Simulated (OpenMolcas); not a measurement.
## OpenMolcas run: Zr²⁺

Input:

```
&GATEWAY
Coord
1

Zr 0.0 0.0 0.0
Basis=ANO-RCC-MB
Group=XYZ
NoMove
AngMom=0.0 0.0 0.0
AMFI
&SEWARD
&RASSCF
FileOrb=start.orb
Symmetry=1
Spin=3
nActEl=2 0 0
Inactive=9 9
Ras2=5 0
CIRoot=10 10 1
SDav=10
CIMx=300
Iter=120 100
PrWF=0.3
OrbListing=Nothing
MaxOrb=0
Atom
>>> COPY $Project.JobIph JOB001
&RASSCF
FileOrb=start.orb
Symmetry=1
Spin=1
nActEl=2 0 0
Inactive=9 9
Ras2=5 0
CIRoot=15 15 1
SDav=15
CIMx=300
Iter=120 100
PrWF=0.3
OrbListing=Nothing
MaxOrb=0
Atom
>>> COPY $Project.JobIph JOB002
&RASSI
NrOfJobIphs=2 10 15
1 2 3 4 5 6 7 8 9 10
1 2 3 4 5 6 7 8 9 10 11 12 13 14 15
IphNames
JOB001
JOB002
EJob
SpinOrbit
DIPRint=1.0
SOCoupling=1000.0
Subsets=2
MEES
Property=10
'ANGMOM' 1 'ANGMOM' 2 'ANGMOM' 3 'MLTPL  1' 1 'MLTPL  1' 2 'MLTPL  1' 3
'AMFI' 1 'AMFI' 2 'AMFI' 3 'MLTPL  2' 6
SOProperty=3
'ANGMOM' 1 'ANGMOM' 2 'ANGMOM' 3
```

Launched by
```bash
OMP_NUM_THREADS=1 MOLCAS_MEM=1689 MOLCAS_PROJECT=a pymolcas a.inp > a.log  # once for each step of the input, in one work folder
```

A driver script runs the steps one by one and writes start.orb anew before each from the orbitals found so far.

Output, cut to the results:

```
--- SEWARD ---
Basis set label: ZR.ANO-RCC...5S4P2D.

      Electronic valence basis set:
      ------------------
      Associated Effective Charge  40.000000 au
      Associated Actual Charge     40.000000 au
      Nuclear Model: Point charge

      Shell  nPrim  nBasis  Cartesian Spherical Contaminant
         s      21       5        X
         p      18       4        X
         d      13       2                 X
                  Relativistic Douglas-Kroll-Hess integrals:
                    - DKH order of Hamiltonian: 2
                    - DKH order of Properties : 0
                  Atomic mean-field integrals
--- RASSCF ---
Wave function specifications:
      -----------------------------

      Number of closed shell electrons          36
      Number of electrons in active shells       2
      Max number of holes in RAS1 space          0
      Max nr of electrons in RAS3 space          0
      Number of inactive orbitals               18
      Number of active orbitals                  5
      Number of secondary orbitals               4
      Spin quantum number                      1.0
      State symmetry                             1
Orbital specifications:
      -----------------------

      Symmetry species                           1   2
                                                ag  au
      Frozen orbitals                            0   0
      Inactive orbitals                          9   9
      Active orbitals                            5   0
      RAS1 orbitals                              0   0
      RAS2 orbitals                              5   0
      RAS3 orbitals                              0   0
      Secondary orbitals                         1   3
      Deleted orbitals                           0   0
      Number of basis functions                 15  12
      Number of CSFs                            10
      Number of root(s) required                10
      Iter CI   SX   CI       RASSCF       Energy    max ROT     max BLB   max BLB  Level Ln srch  Step   QN
          iter iter root      energy       change     param      element    value   shift minimum  type update
 Nr of preliminary CI iterations:   1
      Total energies have been shifted. Add                -3000.00 au
        1   1    3    0  -595.13061596    0.00E+00   1.34E-02    7  10 2  4.77E-02*  0.00   0.00    SX    NO
        2   1    3    0  -595.13281956   -2.20E-03* -1.16E-03    7  10 2  4.10E-03*  0.00   0.00    SX    NO
        3   1    3    0  -595.13283774   -1.82E-05*  1.16E-04    9  12 2  4.12E-04*  0.00   0.00    SX    NO
        4   1    2    0  -595.13283792   -1.86E-07*  1.18E-05    8  11 2  4.17E-05   0.00   0.00    SX    NO
        5   1    2    0  -595.13283793   -1.92E-09  -1.33E-06    9  12 2  4.22E-06   0.00   1.11    QN   YES
      Convergence after  5 iterations
        6   1    2    0  -595.13283793   -1.55E-11  -1.33E-06    9  15 1  6.53E-09   0.00   1.11    QN   YES
      Natural orbitals and occupation numbers for root  1
      sym 1:  -0.000000   0.859495   0.140505   0.140505   0.859495
      Natural orbitals and occupation numbers for root  2
      sym 1:   0.864702   0.135298  -0.000000   0.864702   0.135298
      Natural orbitals and occupation numbers for root  3
      sym 1:  -0.000000   0.102399   0.897601   0.102399   0.897601
::    RASSCF root number  1 Total energy:  -3595.14467907
::    RASSCF root number  2 Total energy:  -3595.14467907
::    RASSCF root number  3 Total energy:  -3595.14467907
::    RASSCF root number  4 Total energy:  -3595.14467907
::    RASSCF root number  5 Total energy:  -3595.14467907
::    RASSCF root number  6 Total energy:  -3595.14467907
::    RASSCF root number  7 Total energy:  -3595.14467907
::    RASSCF root number  8 Total energy:  -3595.10520860
::    RASSCF root number  9 Total energy:  -3595.10520860
::    RASSCF root number 10 Total energy:  -3595.10520860
--- RASSCF ---
Wave function specifications:
      -----------------------------

      Number of closed shell electrons          36
      Number of electrons in active shells       2
      Max number of holes in RAS1 space          0
      Max nr of electrons in RAS3 space          0
      Number of inactive orbitals               18
      Number of active orbitals                  5
      Number of secondary orbitals               4
      Spin quantum number                      0.0
      State symmetry                             1
Orbital specifications:
...
--- RASSI ---
SPIN-FREE ENERGIES:
  (Shifted by EMIN (a.u.) =      -3595.1446790660)

 SF State       Relative EMIN(au)   Rel lowest level(eV)    D:o, cm**(-1)      L_eff

     1             0.0000000000        0.0000000000              0.0000         3.0
     2             0.0000000000        0.0000000000              0.0000         3.0
     3             0.0000000000        0.0000000000              0.0000         3.0
     4             0.0000000000        0.0000000000              0.0000         3.0
     5             0.0000000000        0.0000000000              0.0000         3.0
     6             0.0000000000        0.0000000000              0.0000         3.0
     7             0.0000000000        0.0000000000              0.0000         3.0
    11             0.0335270880        0.9123185405           7358.3453         2.0
    12             0.0335270880        0.9123185405           7358.3453         2.0
    13             0.0335270880        0.9123185405           7358.3453         2.0
    14             0.0335270880        0.9123185405           7358.3453         2.0
    15             0.0335270880        0.9123185405           7358.3453         2.0
    10             0.0394704690        1.0740461784           8662.7666         1.0
     8             0.0394704690        1.0740461784           8662.7666         1.0
     9             0.0394704690        1.0740461784           8662.7666         1.0
    16             0.0519459198        1.4135204882          11400.8116         4.0
    17             0.0519459198        1.4135204882          11400.8116         4.0
    18             0.0519459198        1.4135204882          11400.8116         4.0
    19             0.0519459198        1.4135204882          11400.8116         4.0
    20             0.0519459198        1.4135204882          11400.8116         4.0
    21             0.0519459198        1.4135204882          11400.8116         4.0
...
```

Levels above the lowest, from the spin-orbit matrix, grouped by J:

```csv
Configuration,Term,J,E (cm-1),Measured (cm-1),g,Term weight %
4d2,3F,2,0.0,0.0,0.667,100
4d2,3F,3,556,681,1.084,100
4d2,3F,4,1238,1486,1.250,100
4d2,1D,2,7966,5742,1.043,91
4d2,3P,0,9009,8062,,100
4d2,3P,1,9219,8326,1.501,100
4d2,3P,2,9722,8838,1.456,91
4d2,1G,4,12141,11049,1.000,100
4d2,1S,0,29117,23979,,100
```

Against the 8 measured excited levels shown (Moore, Atomic Energy Levels, vol. II, NSRDS-NBS 35 (1971 reprint of NBS Circular 467, 1952); NIST levels as listed in Rynkun, Gaigalas and Jonsson, Astron. Astrophys. 637, A10 (2020)) the mean absolute deviation is 1400 cm-1; the largest miss in energy is 4d2 1S0: computed 29117, measured 23979 cm-1 (+21.4 %), and the largest in proportion 4d2 1D2 (+38.7 %).

Levels of configurations with an s electron are missing; early in the row they begin among the upper levels of the d shell and mix with terms of their name. Without dynamic correlation excited terms often stand tens of per cent too high (terms of higher spin than the ground term too low), and those without a measured partner can miss by more than the paired ones. Some levels mix across a computed gap that differs much from the measured one, so their mixing is not that of the real levels. Computed and measured levels are paired by configuration, term and J; levels that our copy of the source lacks, or whose pairing is in doubt (as where it misses far off the trend of its configuration), stay unpaired and out of the deviations. Only configurations of the active space appear.

The term weight is that of the spin-free term in the level, not the purity of its configuration.
